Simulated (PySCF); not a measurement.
## Radial density of Ar²⁺ (argon, charge +2)

PBE0, [Ne] 3s2 3p4, high-spin 3P determinant. All numbers are calculated (PySCF 2.14, the non-relativistic Hamiltonian (point nucleus), in pcseg-2 (5s4p2d1f, 34 functions)).

| r (bohr) | 4πr²ρ (e/bohr) | 4πr²(ρα − ρβ) |
| --- | --- | --- |
| 0.00182 | 0.1503 | 0.0000 |
| 0.00306 | 0.4059 | 0.0000 |
| 0.00515 | 1.066 | 0.0001 |
| 0.00866 | 2.656 | 0.0003 |
| 0.0146 | 6.082 | 0.0008 |
| 0.0245 | 12.05 | 0.0027 |
| 0.0412 | 18.84 | 0.0116 |
| 0.0693 | 20.42 | 0.0518 |
| 0.117 | 15.34 | 0.1811 |
| 0.196 | 17.02 | 0.3723 |
| 0.330 | 20.44 | 0.2317 |
| 0.555 | 8.537 | 0.0535 |
| 0.934 | 4.585 | 1.2288 |
| 1.57 | 3.802 | 1.2856 |
| 2.64 | 0.4726 | 0.1704 |
| 4.44 | 0.007426 | 0.0024 |
